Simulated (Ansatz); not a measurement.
In(H)(Br)(vinyl) (C2H4BrIn), SMILES [Br][InH][CH]=C.

The structure is a stationary point at PBE0-D3(BJ)/def2-SVP. The def2 effective core potentials stand for the cores of In; spin–orbit coupling is left out. The values are those of a single conformer.

Two levels are set side by side: PBE/def2-SVPD (Ansatz, an electronic-structure program) and PBE0/def2-SVPD (Ansatz). Energy differences of separate SCF runs at the same geometry; the states with an electron removed or added have multiplicity 2 and 2. Differences are taken from unrounded values.

```tsv
quantity	PBE0	PBE	PBE minus PBE0
vertical ionisation energy (eV)	9.64	9.26	-0.38
vertical electron affinity (eV)	0.46	0.50	0.03
vertical singlet–triplet gap (eV)	3.97	3.89	-0.08
```
